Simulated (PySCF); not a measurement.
dichloro(silyl)silane (Cl₂H₄Si₂), SMILES [SiH3][SiH](Cl)Cl. Atoms are numbered in the order given.

```xyz
8

Si    -2.1079     0.1433     0.0000
Si     0.1190    -0.5606     0.0000
Cl     1.0358     0.2052    -1.6882
Cl     1.0358     0.2052     1.6882
H     -2.1126     1.6355     0.0000
H     -2.7971    -0.3695    -1.2218
H     -2.7971    -0.3695     1.2218
H      0.3330    -2.0324     0.0000
```
Charge 0, spin multiplicity 1.

Geometry: PBE0-D3(BJ)/def2-SVP.

All values below come from ωB97X/def2-TZVP run with PySCF.

Symmetry labels are those of the subgroup Cs that the program uses (full group Cs).

Question: List the valence orbital energies around the gap with their symmetry. (An estimate is asked for; the answer gives what the named calculation found.)

Answer: 
```tsv
orbital	symmetry	energy (eV)
HOMO−7	A"	-14.13
HOMO−6	A'	-13.26
HOMO−5	A"	-12.81
HOMO−4	A'	-12.68
HOMO−3	A"	-12.09
HOMO−2	A'	-12.04
HOMO−1	A"	-11.75
HOMO	A'	-10.58
LUMO	A'	1.47
LUMO+1	A"	1.57
LUMO+2	A'	2.06
LUMO+3	A'	3.14
```
